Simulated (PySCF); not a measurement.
## H₂ZrS: fields on a plane

These are results of PBE0 in PySCF with Zr def2-TZVP with ECP28, S def2-TZVP, H def2-TZVP; scalar-relativistic core potentials, no spin–orbit coupling; density-fitted integrals, not measurements.

The singlet minimum has Zr–H 1.847 Å (×2), Zr–S 2.178 Å; H–Zr–H 109.9°, H–Zr–S 103.1° (×2).

The plane holds Zr1 at (0.00, 0.00), S2 at (2.18, 0.00), H3 at (-0.42, 1.80) Å. Columns run from x = -2.55 to 4.35 Å, rows from y = 4.05 (top) to -1.95 Å, in steps of 0.3 Å. Other isomers or separated fragments may lie lower. Core electrons replaced by a potential are absent, the electrostatic potential uses the reduced nuclear charge, and values within about 0.7 Å of such atoms have no physical meaning.

Question: Give the electron density (e/Å³) (cut at 5 e/Å³). Lower edges of the bins (e/Å³): '0' 0.000, '1' 0.030, '2' 0.076, '3' 0.151, '4' 0.268, '5' 0.455, '6' 0.750, '7' 1.218, '8' 1.960, '9' 3.136; top 5.00.

Answer: 
```
000000000000000000000000
000000000000000000000000
000000000000000000000000
000000000000000000000000
000000111000000000000000
000001222110000000000000
000012444321000000000000
000123576421100000000000
000124676432111111000000
000123565432222222110000
000123455543334444321000
000013567764455666532100
000024699986567787642100
000124894497667999653100
000125894497667999653100
000014699996567787642100
000012467865455666532100
000001234443334444321000
000000112221222322210000
000000000001111111000000
000000000000000000000000
```

Question: Give the lowest empty orbital (Å^-3/2) at -2.86 eV (cut at ±0.3; overall sign arbitrary). Lower edges of the bins (Å^-3/2): '_' -0.300, '.' -0.260, ':' -0.220, '-' -0.180, '=' -0.140, '+' -0.100, '*' -0.060, '#' -0.020, '%' 0.020, '@' 0.060; top 0.10, each point printed twice.

Answer: 
```
################################################
################################################
################################################
################################################
################################################
############******##############################
##########**********############################
########****++++++**############################
########****++++++**############################
########****++++****############################
########****++++++####%%######********##########
########**++==--==**%%%%####**********##########
%%%%%%####++::__::**####**************##########
%%%%%%%%##++::__==##++++++++++%%@@**############
%%%%%%%%%%**==..**==__::==++++##**##############
%%%%@@@@@@%%##==::____::==++**####%%############
%%%%@@@@@@@@%%##++----==++**####%%%%%%##########
%%%%@@@@@@@@@@@@##********######%%%%%%##########
%%%%@@@@@@@@@@@@@@%%############%%%%############
%%%%%%@@@@@@@@@@@@%%%%%%%%%%%%%%################
%%%%%%%%@@@@@@@@@@%%%%%%%%%%%%##################
```
